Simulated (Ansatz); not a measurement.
Ansatz (a quantum-chemistry and plane-wave program) input:
A basis named .json is the Basis Set Exchange file of that set.

Ansatz 0.2 input:
```yaml
crystal:
  periodic: [false, false, false]
  atoms:
    - {symbol: C, position_ang: [2.79482626, -0.07537439, 0.85479247]}
    - {symbol: O, position_ang: [1.57203389, -0.71671400, 0.56789733]}
    - {symbol: C, position_ang: [0.56497534, 0.18632835, 0.14676285]}
    - {symbol: C, position_ang: [-0.70767942, -0.58644617, -0.13823303]}
    - {symbol: Si, position_ang: [-2.14480481, 0.48566262, -0.71124093]}
    - {symbol: H, position_ang: [3.19521376, 0.44016958, -0.02807278]}
    - {symbol: H, position_ang: [2.68367594, 0.65867820, 1.66371717]}
    - {symbol: H, position_ang: [3.50017453, -0.84380025, 1.16731353]}
    - {symbol: H, position_ang: [0.90291792, 0.72322257, -0.75190047]}
    - {symbol: H, position_ang: [0.39456752, 0.94036965, 0.92934781]}
    - {symbol: H, position_ang: [-1.01114617, -1.12665574, 0.76307221]}
    - {symbol: H, position_ang: [-0.50727654, -1.34188882, -0.90335698]}
    - {symbol: H, position_ang: [-2.48734428, 1.49602955, 0.31994570]}
    - {symbol: H, position_ang: [-1.79685303, 1.20107913, -1.96369024]}
    - {symbol: H, position_ang: [-3.33566661, -0.35981528, -0.96211525]}
basis:
  gaussian:
    orbitals: aug-cc-pV_T+d_Z.json
hamiltonian:
  xc: hf
magnetization: {spin_polarized: true, initial_magnetization: 2}
```

Which total energy does the run end on?

-483.07076 Eh (HF/aug-cc-pV(T+d)Z). The basis has 469 functions.

This state (charge 0, triplet) is run at the relaxed geometry of the species with charge 0 and multiplicity 1, and is a spin state other than that species' own.
